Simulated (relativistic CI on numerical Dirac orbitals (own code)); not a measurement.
## Slater and spin-orbit integrals, Ta LXIV

These numbers are calculated, not measured: Dirac-Coulomb-Breit CI, KLI orbitals optimised for each configuration, model QED (radiative potential, 1s self-energy scaled to tabulated hydrogen-like ionisation energies), unscaled Slater integrals (own radial code, finite nucleus).

Slater integrals F^k, G^k are unscaled and averaged over j, outside the closed core 1s2; ζ comes from projecting the Hamiltonian with its Breit term on Σ l·s of the shell.

- 2s²2p⁵3s: ζ(2p) = 6.995e+06, G^1(2p,3s) = 147560 cm⁻¹; <r>(2p) = 0.06832, <r^2>(2p) = 0.005703, <r>(3s) = 0.1837, <r^2>(3s) = 0.03857 (bohr units).
- 2s²2p⁵3p: ζ(2p) = 6.9935e+06, F^2(2p,3p) = 386550, G^0(2p,3p) = 155320, G^2(2p,3p) = 169320, ζ(3p) = 1.9282e+06 cm⁻¹; <r>(2p) = 0.06835, <r^2>(2p) = 0.005708, <r>(3p) = 0.1791, <r^2>(3p) = 0.03719 (bohr units).
- 2s²2p⁵3d: ζ(2p) = 6.999e+06, F^2(2p,3d) = 502530, G^1(2p,3d) = 475160, G^3(2p,3d) = 274810, ζ(3d) = 271500 cm⁻¹; <r>(2p) = 0.06835, <r^2>(2p) = 0.005709, <r>(3d) = 0.1575, <r^2>(3d) = 0.0285 (bohr units).

Averages of the first 10 configurations, taken without configuration mixing, which lowers the lowest level and can move excited configurations by several eV; other configurations of the list can lie among them:

```
Configuration  Parity  States  Average energy above the lowest level (eV)
       2s²2p⁶    even       1                                         0.4
     2s²2p⁵3s     odd      12                                      8501.2
     2s²2p⁵3p    even      36                                      8886.7
     2s²2p⁵3d     odd      60                                      9221.2
      2s2p⁶3s    even       4                                      9850.0
      2s2p⁶3p     odd      12                                     10229.9
      2s2p⁶3d    even      20                                     10564.3
     2s²2p⁵4s     odd      12                                     11716.0
     2s²2p⁵4p    even      36                                     11874.6
     2s²2p⁵4d     odd      60                                     12008.0
```
